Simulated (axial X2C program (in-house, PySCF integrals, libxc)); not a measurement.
Ω levels of TbNC from open-shell CI on f9 s1

Computed with an in-house all-electron X2C program for linear molecules (integrals from PySCF): two-component X2C with atomic mean-field Coulomb and Gaunt terms, basis Tb dyall-v3z, N dyall-av3z, C dyall-v3z (cores contracted in-house). Orbitals come from Hartree–Fock averaged over the configuration Tb f9 s1; CI then distributes these electrons over the f, s shells of Tb.

Tb–N–C held linear, bonds 2.357 and 1.170 Å (the second held) (near the minimum of the configuration average).

Active spinors (ω > 0):

| shell | ω | ε (eV) | character |
| --- | --- | --- | --- |
| f | 5/2 | -3.19 | 100% Tb f |
| f | 3/2 | -3.12 | 100% Tb f |
| f | 1/2 | -3.07 | 100% Tb f |
| f | 7/2 | -2.47 | 100% Tb f |
| f | 5/2 | -2.41 | 100% Tb f |
| f | 3/2 | -2.36 | 100% Tb f |
| f | 1/2 | -2.32 | 100% Tb f |
| s | 1/2 | -2.80 | 68% Tb s, 18% Tb p, 8% N p |

Lowest levels of this model:

```
Ω  energy (cm⁻¹)     g∥  μ (D)  configuration
8              0  21.93  -6.24     100% f9 s1
7            259  18.93  -6.23     100% f9 s1
6            499  16.02  -6.22     100% f9 s1
5            705  13.23  -6.20     100% f9 s1
4            864  10.56  -6.20     100% f9 s1
3            974   7.93  -6.20     100% f9 s1
2           1041   5.31  -6.20     100% f9 s1
1           1076   2.66  -6.21     100% f9 s1
0           1087   0.00  -6.21     100% f9 s1
7           1237  18.30  -6.24     100% f9 s1
6           1489  15.59  -6.22     100% f9 s1
5           1706  12.91  -6.21     100% f9 s1
4           1877  10.27  -6.20     100% f9 s1
3           2003   7.68  -6.20     100% f9 s1
2           2085   5.11  -6.20     100% f9 s1
1           2131   2.56  -6.21     100% f9 s1
0           2145   0.00  -6.21     100% f9 s1
7           3001  18.60  -6.23     100% f9 s1
6           3207  15.46  -6.22     100% f9 s1
5           3400  12.57  -6.21     100% f9 s1
4           3565   9.85  -6.21     100% f9 s1
3           3700   7.29  -6.20     100% f9 s1
6           3713  15.54  -6.22     100% f9 s1
2           3798   4.84  -6.20     100% f9 s1
1           3856   2.42  -6.20     100% f9 s1
0           3875   0.00  -6.20     100% f9 s1
5           3901  12.73  -6.21     100% f9 s1
4           4051  10.05  -6.21     100% f9 s1
3           4181   7.46  -6.21     100% f9 s1
2           4289   4.92  -6.20     100% f9 s1
```

g∥ is the magnitude of 2⟨Lz + ge Sz⟩ for the +Ω component. μ is positive if the C end is positive.

(1) From Ω and g∥ of the lowest level, whose 2⟨Lz + ge Sz⟩ is positive, find ⟨Sz⟩ and ⟨Lz⟩ (ge = 2.0023).

Occupations of the active spinors in the lowest level by ω, shell by shell in order of energy: -7/2: 0.00; -5/2: 0.93 0.07; -3/2: 0.83 0.17; -1/2: 0.69 0.31 0.00; 1/2: 0.51 0.49 1.00; 3/2: 1.00 1.00; 5/2: 1.00 1.00; 7/2: 1.00. The leading determinant has weight 0.28 among 106.

This point took 3.5 s on 1 thread of Arm Neoverse V2, on a shared host.

There is no dynamic correlation: spin–orbit spacings and, for f shells, spacings inside one term are the most reliable numbers, splittings between terms come out too wide, and energies between configurations are not reliable, so the lowest level need not be the ground state of the molecule. At most 4 roots were kept for each Ω > 0 (twice that for Ω = 0) within 2.2 eV of the lowest, so higher up levels can be missing between those listed; levels with Ω > 0 are doubly degenerate and listed once, Ω = 0 levels singly. The molecule was held linear; bending was not examined.

Results:

(1) Ω = ⟨Lz⟩ + ⟨Sz⟩ = 8 and ⟨Lz⟩ + ge⟨Sz⟩ = 10.965, so ⟨Sz⟩ = 2.96 and ⟨Lz⟩ = 5.04.
